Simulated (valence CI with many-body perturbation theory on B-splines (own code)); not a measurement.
Results of a calculation; reference values are marked as such.
**Sensitivity of CI+MBPT for Kr³⁰⁺**

Level of theory: relativistic CI+MBPT: four valence electrons over a frozen Dirac-Fock core [He], a basis of 6 s, 6 p, 5 d, 3 f, 1 g functions for each j, with the one-electron correlation potential Σ1 (screened to all orders), the two-electron term Σ2, the three-electron term Σ3, Breit, model QED; selected single and double excitations, second order for the rest, scaled by the run's own slope (own B-spline code, finite nucleus).

No measured spectrum was set against this ion. As an estimate, large intervals hold to a few tenths of a per cent, small ones and those within an open d or f shell to about a per cent.

The reference run has the lowest level (2s^2 2p1/2^2) J=0 and an ionisation energy of 3590.33 eV. Its largest variational space holds 11508 state functions.

Levels are named by their leading jj configuration (3d3/2^4 stands for four electrons in 3d with j = 3/2), which in mixed levels can hold well under half, so a name can repeat and another be missing. Letters in brackets count levels of one name in rising energy.

| Level | Reference (cm⁻¹) | Shift (cm⁻¹) |
| --- | --- | --- |
| (2s^2 2p1/2 2p3/2) J=1 | 396603 | -1084 |
| (2s^2 2p1/2 2p3/2) J=2 | 478615 | -1110 |
| (2s^2 2p3/2^2) J=2 | 934676 | -2006 |
| (2s^2 2p3/2^2) J=0 | 1127320 | -1755 |
| (2s 2p1/2^2 2p3/2) J=2 | 1174720 | +10028 |
| (2s 2p1/2^2 2p3/2) J=1 | 1530790 | +10262 |
| (2s 2p1/2 2p3/2^2) J=2 [a] | 1653520 | +9554 |
| (2s 2p1/2 2p3/2^2) J=3 | 1784220 | +9351 |
| (2s 2p1/2 2p3/2^2) J=0 | 1954470 | +9356 |
| (2s 2p1/2 2p3/2^2) J=1 [a] | 2000040 | +9310 |
| (2s 2p1/2 2p3/2^2) J=2 [b] | 2064250 | +9289 |
| (2s 2p1/2 2p3/2^2) J=1 [b] | 2151740 | +9623 |

The ionisation energy moves by -0.11 eV.

(1) Which of these changes was made?
A. scale of Σ1 1 → 0; scale of Σ2 1 → 0
B. scale of Σ1 1 → 0.8
C. correlating orbitals by l 3 3 3 2 1 → 0 0 0 0 0
D. QED terms on → off

Results:

(1) D. QED terms on → off.
